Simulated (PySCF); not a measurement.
**Electron correlation in Nb³⁺ (niobium, charge +3)**

[Kr] 4d2, high-spin 3F determinant. Computed with PySCF 2.14 in x2c-QZVPPall (13s8p7d3f2g, 111 functions), with the spin-free X2C one-electron Hamiltonian (Gaussian nucleus). Frozen: [Kr]; 2 electrons correlated.

With two correlated electrons CCSD is exact within the correlated space (frozen core and kept virtual orbitals).

| level | correlation energy (mhartree) |
| --- | --- |
| CCSD | -4.97 |

Diagnostics: T1 = 0.00064, D1 = 0.0009, largest double amplitude 0.011.

Q: Is a single reference adequate?

A: Yes, within this model without spin-orbit coupling: T1 lies below 0.03 and no double amplitude reaches 0.07.
